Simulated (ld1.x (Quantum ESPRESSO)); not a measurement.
# platinum, ultrasoft: configuration errors across variants

```
Element                 : Pt (Z = 78)
Generator               : ld1.x (Quantum ESPRESSO) 7.5
Type                    : ultrasoft
Functional              : BLYP
Relativity              : scalar-relativistic
Frozen core             : [Kr] 4d10 4f14
Valence charge          : 18
Reference configuration : 5s2 5p6 5d9 6s0.5 6p0.5
Partial waves           : 5s (bound): rcut 1.65, rcutus 1.95 bohr; 6s (bound): rcut 1.65, rcutus 1.95 bohr; 5p (bound): rcut 1.45, rcutus 1.65 bohr; 6p (bound): rcut 1.45, rcutus 1.65 bohr; 5d (bound): rcut 1.25, rcutus 1.40 bohr; 5d channel at 0.6 Ry: rcut 1.25, rcutus 1.40 bohr
Local potential         : all-electron potential smoothed inside 1.35 bohr (lloc = -1)
Core correction         : Bessel-smoothed model core inside 1.05 bohr
Augmentation charge     : built from norm-conserving waves at rcut, not smoothed further
```

All-electron excitation energies from the reference (eV): (1) 5s2 5p6 5d9 6s1 6p0 -2.450; (2) 5s2 5p6 5d9 6s0 6p0 6.791; (3) 5s2 5p6 5d8 6s0 6p0 26.669; (4) 5s2 5p6 5d8 6s1 6p0 8.594; (5) 5s1 5p6 5d9 6s1 6p0 106.016; (6) 5s2 5p5 5d9 6s1 6p0 59.597; (7) 5s2 5p6 5d9 6s0.5 6p0 1.254.

The overlap operator is not positive definite (basis up to 400 Ry) in “base”, “core correction Bessel-smoothed model core inside 0.62 bohr”, “local potential all-electron potential smoothed inside 1.10 bohr (lloc = -1)”, “wave 5d channel at 0.6 Ry: rcut 1.25, rcutus 1.40 bohr becomes 5d channel at 0.07 Ry: rcut 1.25, rcutus 1.40 bohr”, “waves 5p (bound): rcut 1.45, rcutus 2.12 bohr; 6p (bound): rcut 1.45, rcutus 2.12 bohr”, “waves 5d (bound): rcut 1.25, rcutus 1.56 bohr; 5d channel at 0.6 Ry: rcut 1.25, rcutus 1.56 bohr”. Such files are unfit for use, however small their errors in these radial tests.

6 further variants failed, have other tests or another functional or relativity, and are left out.

The file “base” misses its own reference levels by 2.0 eV. The file “core correction Bessel-smoothed model core inside 0.62 bohr” misses its own reference levels by 2.0 eV. The file “local potential all-electron potential smoothed inside 1.10 bohr (lloc = -1)” misses its own reference levels by 3.0 eV. The file “wave 5d channel at 0.6 Ry: rcut 1.25, rcutus 1.40 bohr becomes 5d channel at 0.07 Ry: rcut 1.25, rcutus 1.40 bohr” misses its own reference levels by 2.0 eV. The file “waves 5p (bound): rcut 1.45, rcutus 2.12 bohr; 6p (bound): rcut 1.45, rcutus 2.12 bohr” misses its own reference levels by 2.0 eV. The file “waves 5d (bound): rcut 1.25, rcutus 1.56 bohr; 5d channel at 0.6 Ry: rcut 1.25, rcutus 1.56 bohr” misses its own reference levels by 2.0 eV.

Errors AE − PS in meV (a dash: test not solved or not reliable):

| change | (1) | (2) | (3) | (4) | (5) | (6) | (7) | bound ghosts |
| --- | --- | --- | --- | --- | --- | --- | --- | --- |
| base | -881 | +1471 | +1469 | -1748 | -2619 | -2003 | +154 | not determined (overlap not positive) |
| core correction Bessel-smoothed model core inside 0.62 bohr | -886 | +1467 | +1465 | -1753 | -2650 | -2009 | +149 | not determined (overlap not positive) |
| local potential all-electron potential smoothed inside 1.10 bohr (lloc = -1) | -1450 | +2050 | +2047 | -3130 | -4115 | -3509 | +56 | not determined (overlap not positive) |
| wave 5d channel at 0.6 Ry: rcut 1.25, rcutus 1.40 bohr becomes 5d channel at 0.07 Ry: rcut 1.25, rcutus 1.40 bohr | -881 | +1471 | +1469 | -1748 | -2616 | -2002 | +154 | not determined (overlap not positive) |
| waves 5p (bound): rcut 1.45, rcutus 2.12 bohr; 6p (bound): rcut 1.45, rcutus 2.12 bohr | -902 | +1451 | +1421 | -1797 | -3006 | -2188 | +134 | not determined (overlap not positive) |
| waves 5d (bound): rcut 1.25, rcutus 1.56 bohr; 5d channel at 0.6 Ry: rcut 1.25, rcutus 1.56 bohr | -881 | +1471 | +1469 | -1748 | -2618 | -2003 | +154 | not determined (overlap not positive) |

Q: Give the same row for: augmentation PSQ, radius 1.35 bohr.

A: -1.3, -5.0, -16, -7.7, –, -86, -2.7; bound ghosts: none. Not counted: 5s1 5p6 5d9 6s1 6p0 (solver errors, printed error -8.3 eV).
